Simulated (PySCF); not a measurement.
CH$_{5}$AlBSi, AlClHO$_{2}$ (calculated)

Calculation on a computer-drawn molecule: optimised geometry and harmonic frequencies of an isolated molecule of the commonest isotopes, restricted reference for singlets and unrestricted otherwise, frozen core in MP2. Program: PySCF 2.14.0.

Common to all runs: multiplicity 1.

(1) CH$_{5}$AlBSi

Start structure:
```xyz
9
CH5AlBSi
B      1.3340    -0.1415     0.8227
C     -0.0442     0.1427     0.7445
Al    -0.6977     1.0263     2.4725
Si    -1.4452    -0.0587    -0.3534
H      2.4227    -0.3635     0.9286
H      0.1430     1.3700     3.7845
H     -2.2376     1.4042     2.4364
H     -1.2977    -0.6853    -1.7086
H     -2.8044     0.4702    -0.0095
```

It was run with charge 1, method HF and basis cc-pV(D+d)Z.

It finds rotational constants 7.412, 2.951, 2.111 GHz; total energy -596.0306 hartree; convergence status largest gradient component 2.157e-05 hartree/bohr.

Drawn bonds:
```csv
atom,other atom,order
1,2,1
2,3,1
2,4,2
1,5,1
3,6,1
3,7,1
4,8,1
4,9,1
```

Optimised structure:
```xyz
9
CH5AlBSi
B      1.1172    -0.1304     0.7915
C     -0.2281     0.2349     0.9015
Al    -0.7685     1.1192     2.6300
Si    -1.3547    -0.0612    -0.3835
H      2.2526    -0.4216     0.7378
H      0.3718     1.3086     3.6781
H     -2.2838     1.4965     2.6744
H     -0.9725    -0.7028    -1.6432
H     -2.7614     0.3212    -0.2689
```

Modes:
```csv
frequency (cm⁻¹),reduced mass (dalton)
147.1,3.165
169.9,3.131
184.9,1.058
212.2,3.491
262.5,1.025
464.5,4.119
530.6,1.233
633.3,1.17
726.3,1.321
763.2,1.198
793,1.176
832.4,1.537
839.2,1.366
1010,3.003
1062,1.18
1544,6.836
2062,1.02
2087,1.065
2409,1.03
2441,1.056
2968,1.13
```

(2) AlClHO$_{2}$

Start structure:
```xyz
5
AlClHO2
O     -0.3457    -0.5754    -2.5609
Al    -1.6655     0.3200    -2.3762
O     -2.5186     0.8263    -0.9608
Cl    -2.8496     1.2255    -4.0320
H     -3.2833     1.3574    -1.0910
```

Here we set charge -1, method MP2 and basis aug-cc-pV(D+d)Z.

It finds rotational constants 6.293, 3.171, 2.108 GHz; total energy -852.5929 hartree; convergence status largest gradient component 3.736e-05 hartree/bohr.

Drawn bonds:
```csv
atom,other atom,order
1,2,1
2,3,1
2,4,1
3,5,1
```

Optimised structure:
```xyz
5
AlClHO2
O     -0.2971    -0.6079    -2.5728
Al    -1.6602     0.3163    -2.3755
O     -2.5286     0.8306    -0.9235
Cl    -2.8780     1.2436    -4.0104
H     -3.2988     1.3712    -1.1386
```

Modes:
```csv
frequency (cm⁻¹),reduced mass (dalton)
194.1,9.037
236.7,9.63
275.1,12.74
386.9,22.44
396.8,1.12
674.2,14.23
771.7,1.187
979.5,11.91
3868,1.066
```
